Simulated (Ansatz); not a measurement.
Consider the redistribution: `[CH3][GeH]([NH2])[F]` + `C[SiH](F)Cl` → `[CH3][GeH]([NH2])[Cl]` + `C[SiH](F)F`.

Program: Ansatz. Geometries: PBE0-D4/def2-TZVP. ΔE: electronic, gas phase. CCSD(T)/CBS is the MP2 limit (def2-TZVPP, def2-QZVPP) plus CCSD(T) − MP2 in def2-TZVPP, frozen cores. Functionals use def2-TZVPP. HSE06 is defined as in plane-wave codes. For Ge outer-core shells are correlated without core-valence functions, which leaves a few kJ/mol of doubt a bond. Scalar relativity is left out up to krypton. Each species was taken in one conformer, which may not be the lowest.

```tsv
level	ΔE (kcal/mol)
HSE06-D4	-13.5
revPBE	-12.3
LC-ωPBE	-12.3
MP2/CBS(def2)	-14.1
```

(1) What does CCSD(T)/CBS give? (An estimate is asked.)

Largest T1 diagnostic among the species: 0.011.

Results:

(1) The calculation gave: -14.0 kcal/mol. The listed levels differ from it by 0.5, 1.7, 1.7, -0.1 kcal/mol.

From PBE to PBE0 (25 % exact exchange), in def2-TZVPP and without D4, ΔE moves by −0.8 kcal/mol. At CCSD(T), def2-SVP lies +3.1 kcal/mol from the extrapolated value and def2-TZVPP −0.2 kcal/mol. Leaving LDA and LC-ωPBE aside and taking each functional with its dispersion term where it has one, the values, not all of them listed here, spread over 2.4 kcal/mol, from BHLYP-D4 to revPBE-D4.
